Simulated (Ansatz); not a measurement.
Coupled-cluster diagnostics for the cluster Pb₂Se₃, Ansatz.

Geometry of the singlet (PBE-D4/def2-SVP):

```xyz
5

Pb   -0.3741    0.0758    0.8797
Pb    1.0568   -0.2151   -2.4826
Se   -1.3349    0.2755    3.1332
Se    2.1374    0.2330   -0.0203
Se   -1.4852   -0.3692   -1.5100
```

In the def2 sets Pb takes a core potential; there is no spin–orbit coupling. Correlated methods freeze 35 core orbitals; core or outer-core shells of Pb, Se are correlated, in sets that lack core-valence functions. Another isomer (singlet) lies 1.58 eV lower at PBE0-D4/def2-TZVP; other spin states weren't run for this one.

(1) Estimate the CCSD(T) correlation energy, the shares of MP2 and (T), T1 and the reference's ⟨S²⟩ for: charge 0, singlet, own geometry in def2-SVP; and the rough time on 4 threads of Arm Neoverse V1 on a shared host.

Results:

(1) 
| state | basis | correlation (eV) | MP2 share (%) | (T) share (%) | T1 | ⟨S²⟩ (pure) | wall time |
| --- | --- | --- | --- | --- | --- | --- | --- |
| charge 0, singlet, own geometry | def2-SVP | -25.170 | 95.5 | 4.1 | 0.017 | 0.00 (0.00) | 73 s |
Customary marks for T1 are 0.02 (closed shells), 0.045 (open shells) and about 0.05 (3d metals). T1 stays under 0.02 throughout.
